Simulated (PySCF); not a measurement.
Compound: C2H2BCl2N.
Bonds: N1–C2 (triple), C2–C3, C3–B4, B4–Cl5, B4–Cl6. Hydrogens: H7, H8 on C3.

The calculation used PySCF 2.14.0, PBE0-D3(BJ)/def2-SVP geometry optimisation, gas phase.

Q: List the bond lengths, angles and torsions at this level.

A: 
```tsv
bond	length (Å)
N1≡C2	1.157
C2–C3	1.451
C3–B4	1.579
B4–Cl5	1.747
B4–Cl6	1.735
C3–H7, C3–H8	1.105
```

Bonds in one row agree within 0.01 Å and their mean is given. A selection of angles:
```tsv
angle	degrees
N1–C2–C3	179.8
C2–C3–B4	116.4
C2–C3–H7	109.5
B4–C3–H7	107.3
H7–C3–H8	105.0
C3–B4–Cl5	117.8
C3–B4–Cl6	122.6
Cl5–B4–Cl6	119.6
```

Dihedral angles: C2–C3–B4–Cl5 -176° (antiperiplanar). The mirror-image conformer, all signs reversed, is as good.

B4 (three-coordinate boron) is planar (angles 122.6°, 119.6° and 117.8°, sum 360.0°, 0.01 Å off the plane of its three neighbours).

Point group: near Cs, missed by 0.16 Å at most; the miss may be what the optimiser left on a soft mode. Stationary, but not proved a minimum. The numbers are those of one conformer.

Hardware: one thread of an Arm Neoverse V1, no GPU, shared host. Cost: 74 s. That covers the optimisation of the geometry.
